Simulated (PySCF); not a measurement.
A calculated (LDA, PySCF 2.14, dyall-av2z, the non-relativistic Hamiltonian (point nucleus)) atom or ion has these occupied shells.

```json
{"shell": "1s α", "electrons": "1", "orbital energy (eV)": "-13903.2", "rms radius, mean of both spins (bohr)": "0.0492"}
{"shell": "1s β", "electrons": "1", "orbital energy (eV)": "-13903.0", "rms radius, mean of both spins (bohr)": "0.0492"}
{"shell": "2s α", "electrons": "1", "orbital energy (eV)": "-1829.3", "rms radius, mean of both spins (bohr)": "0.204"}
{"shell": "2s β", "electrons": "1", "orbital energy (eV)": "-1829.2", "rms radius, mean of both spins (bohr)": "0.204"}
{"shell": "2p α", "electrons": "3", "orbital energy (eV)": "-1658.8", "rms radius, mean of both spins (bohr)": "0.179"}
{"shell": "2p β", "electrons": "3", "orbital energy (eV)": "-1658.6", "rms radius, mean of both spins (bohr)": "0.179"}
{"shell": "3s α", "electrons": "1", "orbital energy (eV)": "-278.92", "rms radius, mean of both spins (bohr)": "0.581"}
{"shell": "3s β", "electrons": "1", "orbital energy (eV)": "-278.67", "rms radius, mean of both spins (bohr)": "0.581"}
{"shell": "3p α", "electrons": "3", "orbital energy (eV)": "-218.30", "rms radius, mean of both spins (bohr)": "0.590"}
{"shell": "3p β", "electrons": "3", "orbital energy (eV)": "-218.02", "rms radius, mean of both spins (bohr)": "0.590"}
{"shell": "3d α", "electrons": "5", "orbital energy (eV)": "-109.10", "rms radius, mean of both spins (bohr)": "0.613"}
{"shell": "3d β", "electrons": "5", "orbital energy (eV)": "-108.76", "rms radius, mean of both spins (bohr)": "0.613"}
{"shell": "4s α", "electrons": "1", "orbital energy (eV)": "-46.084", "rms radius, mean of both spins (bohr)": "1.63"}
{"shell": "4s β", "electrons": "1", "orbital energy (eV)": "-44.162", "rms radius, mean of both spins (bohr)": "1.63"}
{"shell": "4p α", "electrons": "3", "orbital energy (eV)": "-31.878", "rms radius, mean of both spins (bohr)": "1.88"}
{"shell": "4p β", "electrons": "1", "orbital energy (eV)": "-29.889", "rms radius, mean of both spins (bohr)": "1.88"}
```

**Question.** Name the element and its charge.

**Answer.** Kr²⁺ (krypton, charge +2), in [Ar] 3d10 4s2 4p4, high-spin 3P determinant.
